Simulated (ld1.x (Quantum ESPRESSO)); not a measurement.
**lead (Pb): excitation energies, all-electron against TM semilocal**

| Item | Value |
| --- | --- |
| Element | lead (Pb) |
| Generator | ld1.x (Quantum ESPRESSO) 7.5 |
| Type | norm-conserving Troullier–Martins (semilocal form) |
| Functional | PBEsol |
| Relativity | scalar-relativistic |
| Frozen core | [Kr] 4d10 4f14 |
| Valence charge | 22 |
| Reference configuration | 5s2 5p6 5d10 6s2 6p2 |
| Partial waves | 5s (bound): rc 1.35 bohr; 5p (bound): rc 0.95 bohr; 5d (bound): rc 1.45 bohr |
| Local potential | the d channel |
| Core correction | none |

Occupied shells without a wave of their own: 6p, 6s. They enter only through the test configuration that unscreens the potential.

Energies are relative to the spin-unpolarised reference configuration 5s2 5p6 5d10 6s2 6p2; without spin polarisation the order of configurations can differ from experiment.

Q: Give the all-electron excitation energy and the error of the potential for: 5s2 5p6 5d10 6s2 6p1; 5s2 5p6 5d10 6s2 6p0; 5s2 5p6 5d10 6s1 6p0; 5s2 5p6 5d10 6s1 6p3; 5s2 5p6 5d10 6s0 6p4; 5s2 5p5 5d10 6s2 6p2; 5s2 5p6 5d10 6s2 6p1.5.

A:

```tsv
valence configuration	charge	ΔE all-electron (eV)	error AE − PS (meV)
5s2 5p6 5d10 6s2 6p1	+1	6.598	-114
5s2 5p6 5d10 6s2 6p0	+2	20.045	-317
5s2 5p6 5d10 6s1 6p0	+3	52.524	-6581
5s2 5p6 5d10 6s1 6p3	0	8.771	-4817
5s2 5p6 5d10 6s0 6p4	0	17.906	-10207
5s2 5p5 5d10 6s2 6p2	+1	92.934	-288
5s2 5p6 5d10 6s2 6p1.5	+0.5	2.503	-47
```

Levels in the configuration 5s2 5p6 5d10 6s2 6p0:

```
level  all-electron (eV)  pseudo (eV)
   5s           -161.007     -161.571
   5p           -102.633     -103.194
   5d            -37.875      -38.393
   6s            -27.522      -32.992
```

These tests converged, but a pseudo level misses the all-electron one widely, so the file describes the atom poorly there or has found another state: 5s2 5p6 5d10 6s2 6p1: 6s by 5.0 eV; 5s2 5p6 5d10 6s2 6p0: 6s by 5.5 eV; 5s2 5p6 5d10 6s1 6p0: 6s by 7.1 eV; 5s2 5p6 5d10 6s1 6p3: 6s by 5.4 eV; 5s2 5p6 5d10 6s0 6p4: empty 6s by 4.3 eV; 5s2 5p5 5d10 6s2 6p2: 6s by 6.0 eV; 5s2 5p6 5d10 6s2 6p1.5: 6s by 4.8 eV. ld1.x printed “convergence not achieved” for 3 of the counted tests; their residual had stalled under 1e-8, short of the target of 1e-14. The 6p, 6s levels have no wave, so the channel is fitted at the deeper level alone: the likely source of the large errors.

The potential misses its own reference levels by up to 4.6 eV, so it is not fit for use.
